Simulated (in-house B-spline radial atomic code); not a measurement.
The numbers below are computed, except where a source is named.
## Ghost states of the separable form: S

S, [Ne] 3s2 3p4, non-relativistic PBE, spherical and spin-unpolarised, from a B-spline radial code for spherical atoms (atomic units; all potentials screened as in the neutral atom).

Troullier-Martins channels: 3s (ε = -0.6300, r_c = 1.378 bohr), 3p (ε = -0.2580, r_c = 1.523 bohr). In the Kleinman-Bylander form one channel serves as the local potential, and each other channel l becomes |δV u><u δV|/<u|δV|u>, with δV = V_l − V_local and u the pseudo-orbital. Its strength is E_KB = <u|δV²|u>/<u|δV|u>. By the analysis of Gonze, Stumpf and Scheffler a spurious state lies below the reference level ε if E_KB > 0 and ε is above the second level of the local potential alone, or if E_KB < 0 and ε is above its first. The table's levels are those of angular momentum l in a sphere of 9 bohr, whose wall can lift a shallow ε a little above its free-atom value.

```json
{"local": "p", "channel": "s", "<u δV u>": "0.15064", "<u δV² u>": "0.44715", "ε": "-0.6300", "first local level": "-0.9595", "second local level": "-0.0240"}
{"local": "s", "channel": "p", "<u δV u>": "-0.092635", "<u δV² u>": "0.26653", "ε": "-0.2580", "first local level": "-0.2023", "second local level": "0.0999"}
```

(1) Apply the rule to each row.

Diagonalising the separable Hamiltonian gives:

```tsv
local	channel	three lowest levels	all-electron, two lowest valence levels
p	s	-0.6300, 0.0177, 0.2936	-0.6300, 0.0179
s	p	-0.2580, 0.0872, 0.3876	-0.2580, 0.0873
```

(2) Which choices of local channel are safe?

## Answers

(1) Local p, channel s: E_KB = +2.97, so ε = -0.6300 is set against -0.0240: no ghost. Local s, channel p: E_KB = -2.88, so ε = -0.2580 is set against -0.2023: no ghost.

(2) All are free of ghosts. Among the safe choices the second level, which tests transfer, is off by at most 0.1 millihartree (s local), 0.2 millihartree (p local).
